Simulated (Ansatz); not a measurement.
```yaml
crystal:
  periodic: [false, false, false]
  atoms:
    - {symbol: O, position_ang: [2.927904, -3.276356, 2.262230]}
    - {symbol: C, position_ang: [2.060655, -2.308692, 1.594404]}
    - {symbol: N, position_ang: [1.171516, -1.316842, 0.909921]}
    - {symbol: Zr, position_ang: [-0.355612, 0.397338, -0.274204]}
    - {symbol: O, position_ang: [-1.853081, -0.780850, -1.724898]}
    - {symbol: O, position_ang: [-1.589621, 1.603227, 1.386521]}
    - {symbol: O, position_ang: [1.013184, 1.899285, -1.541246]}
    - {symbol: H, position_ang: [-2.796872, -1.217920, -2.303572]}
    - {symbol: H, position_ang: [-2.097252, 2.430770, 2.075077]}
    - {symbol: H, position_ang: [1.519179, 2.570039, -2.384246]}
basis:
  gaussian: {orbitals: def2-SVPD, fitting: {mean_field: cc-pVTZ-jkfit}}
hamiltonian: {xc: {name: HSE06}, dispersion: d3bjatm}
scf: {lower_state_search: full}
```

```sh
$ ansatz run in.yaml --threads 4 --pin off --events-out ev --progress --plain --max-ram 11315MiB
```

Question: How does Ansatz answer? (Best estimate.)

Answer: Computed: The input was rejected before any iteration.
```
Functional definition: HSE06
Error: <dir> the basis set cc-pVTZ-JKFIT has no functions for Zr
```

HSE06 is defined as in plane-wave codes.
